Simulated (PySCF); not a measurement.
## Static response to an electric field

Species: C5H11FSi.
Geometry (GFN2-xTB, Å), atoms numbered from 1 in this order:
```
atom  x, y, z in Å
C1     2.0623    0.3989   -0.4048
C2     1.0110   -0.0321    0.6176
C3    -0.4047   -0.0160    0.0689
C4    -0.9206    1.3652   -0.2424
F5    -1.0856    2.1012    0.9149
C6    -0.7394   -1.0764   -0.9941
Si7   -1.6620   -1.3243    0.6287
H8     1.9627    1.4531   -0.6507
H9     3.0609    0.2408   -0.0036
H10    1.9643   -0.1787   -1.3215
H11    1.0615    0.6278    1.4872
H12    1.2443   -1.0445    0.9558
H13   -1.9039    1.3258   -0.7219
H14   -0.2319    1.9410   -0.8717
H15   -1.2530   -0.7180   -1.8762
H16    0.0747   -1.7378   -1.2572
H17   -1.1864   -2.3655    1.5194
H18   -3.0630   -0.9541    0.6798
```

Level: CAM-B3LYP/def2-SVPD (PySCF), static field, nuclei fixed, core orbitals frozen in the response. The polarisability tensor in these axes (au):

```
x   94.46  8.79 -6.52
y    8.79 87.12 -4.99
z   -6.52 -4.99 81.41
```

Question: Give the principal values, the mean and the anisotropy Δα = √{½[(α1 − α2)² + (α2 − α3)² + (α1 − α3)²]}.

Answer: Principal values 78.27, 81.35 and 103.37 au; mean 87.66 au = 12.99 Å³ = 14.45 × 10⁻⁴⁰ C²·m²/J; Δα = 23.71 au (27 % of the mean).

Question: What is the dipole moment, and where does it point?

Answer: (0.22, -1.42, -1.09) D, 1.81 D in size, pointing from the negative to the positive side. Measured along this direction, the outermost atoms are F5 at the negative end and H16 at the positive end.

Question: Form Σ f/ω² (atomic units) for the 8 lowest TDDFT singlets, given as eV and f, and set it beside the mean polarisability, which is this sum over all singlets: 6.21, 0.2330; 6.35, 0.0104; 6.83, 0.0541; 7.13, 0.0027; 7.15, 0.0093; 7.49, 0.0172; 7.55, 0.0108; 7.71, 0.0058.

Answer: They add up to 6.14 au, 7.0 % of the 87.66 au; the largest single term is 4.47 au, from the state at 6.21 eV. Terms in order: 4.47, 0.19, 0.86, 0.04, 0.13, 0.23, 0.14, 0.07 au. Higher excitations give the rest. The strengths listed sum to 0.343.

Question: Molar refractivity from α?

Answer: Lorentz–Lorenz: R = (4π/3)N_A α = 2.5225 cm³/(mol·Å³) × 12.99 Å³ = 32.8 cm³/mol, in the limit of long wavelengths.

Question: Give the principal axes and the span of the nuclei along them.

Answer: Largest value along (0.77, 0.53, -0.35), where the nuclei span 5.63 Å; middle along (-0.60, 0.78, -0.15), 4.01 Å; least along (0.19, 0.33, 0.92), 4.00 Å. 

One conformer (not necessarily the lowest) at the GFN2-xTB geometry, without solvent, vibrations or thermal averaging.

The run behind these numbers computed excited states as well. On an Arm Neoverse N1 with one thread, shared host with 64 logical CPUs at a one-minute load of 60, this took 1.8 min and 1.0 GiB of memory at its peak.
